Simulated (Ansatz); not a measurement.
Saddle point of CH$_{6}$SZn, closed shell (CH₄SZn ([CH3][Zn][SH]) + H₂ → CH₄Zn ([CH3][ZnH]) + H₂S; bonds formed: Zn1–H5, S2–H4; bonds broken: Zn1–S2, H4–H5), PBE0-D4/def2-TZVP structure:

Zn1  (-0.384, 0.148, -0.010)
S2  (0.774, 2.037, -1.193)
C3  (0.180, -1.272, 1.190)
H4  (-0.801, 1.542, -1.140)
H5  (-1.664, 0.920, -0.864)
H6  (0.990, 1.250, -2.261)
H7  (1.049, -1.784, 0.770)
H8  (0.471, -0.841, 2.151)
H9  (-0.615, -2.000, 1.357)
(Å)

Energies are electronic, without zero-point energy. Barriers and step energies count from the start structure reached by relaxing down the imaginary mode; all methods use the PBE0-D4 structures, on which another method's saddle can fall below an end. Computed with Ansatz 0.2.0 (basis: def2-TZVPP, with def2-QZVPP for the basis limit); correlated methods freeze the cores. The 3s and 3p shells of Cu and Zn are frozen; filled d shells are correlated. B3LYP uses VWN-RPA correlation. Extrapolation: Hartree–Fock as exp(−7.88 √X), correlation as X^−2.97.

```
      method  barrier (eV)  step energy (eV)
       SPW92         0.949             0.552
      PBE-D4             ?             0.691
     BLYP-D4         1.440             0.690
   r2SCAN-D4         1.339             0.707
      B97M-V         1.379             0.600
     PBE0-D4         1.380             0.689
    B3LYP-D4         1.504             0.682
  r2SCAN0-D4         1.424             0.706
    BHLYP-D4         1.629             0.674
CAM-B3LYP-D4             ?             0.638
     wB97X-V         1.584             0.668
     wB97M-V         1.568             0.664
      B2PLYP         1.584             0.730
    PBE-QIDH         1.516             0.727
  RPA on PBE         1.569             0.630
          HF             ?             0.716
         MP2         1.633             0.776
        CCSD         1.651             0.670
     CCSD(T)         1.583             0.685
```

(1) Fill in the withheld barriers. (An estimate is asked for; the value comes from the calculation.)

No T1 diagnostic of these runs exceeds 0.014.

Answers

(1) Computed: PBE-D4 1.275; CAM-B3LYP-D4 1.543; HF 1.989 eV. Each is the energy of the saddle less that of the start structure, by the same method.

For comparison, the barrier by CCSD(T) at an estimated basis limit (MP2 extrapolated from triple and quadruple zeta, plus CCSD(T) − MP2 in triple zeta) is 1.601 eV.

Labels in which every atom is bracketed show which atoms are joined, not bond orders.

For scale, one of the runs: CCSD(T)/def2-TZVPP, 221 basis functions (an equivalent command: `ansatz run in.yaml --threads 4`). Hardware: 4 CPU threads, shared host. Wall time 22 s; peak host memory 3.4 GiB.
